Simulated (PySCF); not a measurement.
First SCF of a structure search on singlet Sb(OH)₃, at a hand-made PBE0 minimum (heavy-atom frame) geometry. PySCF input:

```python
from pyscf import gto, scf, dft
mol = gto.M(atom='''
Sb     0.000000    -0.000000    -0.323364
O      1.684884     0.096312     0.721102
O     -0.925851     1.410996     0.721102
O     -0.759033    -1.507308     0.721102
H      1.647912    -0.562897     1.428870
H     -0.336473     1.708582     1.428870
H     -1.311439    -1.145685     1.428870''',
    basis={'Sb': 'def2-SVP', 'O': 'def2-SVP', 'H': 'def2-SVP'},
    ecp={'Sb': 'def2-SVP'},
    charge=0, spin=0)
mf = dft.RKS(mol, xc='PBE0')
mf.grids.atom_grid = (50, 194)
aux = {'Sb': 'def2-universal-JKFIT', 'O': 'def2-universal-JKFIT', 'H': 'def2-universal-JKFIT'}
mf = mf.density_fit(auxbasis=aux)
mf.conv_tol = 1e-08
mf.diis_space = 10
mf.max_cycle = 60
mf.init_guess = 'minao'
mf.verbose = 4
mf.kernel()
```

Excerpt of the output (cycles and frontier levels):

```
init E= -441.965210018452
  HOMO = -0.817260612984345  LUMO = -0.68374377844994  gap/eV = 3.63318
cycle= 1 E= -466.226586292516  delta_E= -24.3  |g|= 2.35  |ddm|=   10
  HOMO = -0.0415035952195417  LUMO = 0.0479633361568723  gap/eV = 2.43452
cycle= 2 E= -466.662117298206  delta_E= -0.436  |g|= 1.83  |ddm|= 6.19
  HOMO = -0.2715396670066  LUMO = -0.0213608095631619  gap/eV = 6.80771
cycle= 3 E= -467.333542905791  delta_E= -0.671  |g|= 0.237  |ddm|= 2.67
  HOMO = -0.301332057686245  LUMO = -0.0232238762998281  gap/eV = 7.56771
cycle= 4 E= -467.333043423116  delta_E= 0.000499  |g|= 0.251  |ddm|= 0.346
  HOMO = -0.287029566118616  LUMO = -0.0185181917548028  gap/eV = 7.30657
cycle= 5 E= -467.345060005855  delta_E= -0.012  |g|= 0.00684  |ddm|= 0.17
  HOMO = -0.286842691948177  LUMO = -0.018300465781649  gap/eV = 7.30741
cycle= 6 E= -467.34507077773  delta_E= -1.08e-05  |g|= 0.00136  |ddm|= 0.00956
  HOMO = -0.286813197067787  LUMO = -0.0181466273116746  gap/eV = 7.31079
cycle= 7 E= -467.34507135085  delta_E= -5.73e-07  |g|= 0.000386  |ddm|= 0.00221
  HOMO = -0.286831020289732  LUMO = -0.0181905877923861  gap/eV = 7.31008
cycle= 8 E= -467.345071392385  delta_E= -4.15e-08  |g|= 2.78e-05  |ddm|= 0.000583
  HOMO = -0.286829552273726  LUMO = -0.0181896539445668  gap/eV = 7.31006
cycle= 9 E= -467.345071392533  delta_E= -1.48e-10  |g|= 2.41e-05  |ddm|= 5.56e-05
  HOMO = -0.28682924791898  LUMO = -0.0181885914496654  gap/eV = 7.31008
Extra cycle  E= -467.345071392233  delta_E= 2.99e-10  |g|= 4.57e-05  |ddm|= 5.2e-05
converged SCF energy = -467.345071392233
```

No lower solution of this spin was found by a stability analysis within the restricted form, which does not test spin polarisation.

The search for the lowest solution, with the stability check, took 5.1 s on 2 threads of a shared Arm Neoverse V1 host, with 83 basis functions; the process peaked at 0.39 GiB. Launch command: `OMP_NUM_THREADS=2 python axn.py task.json out`.
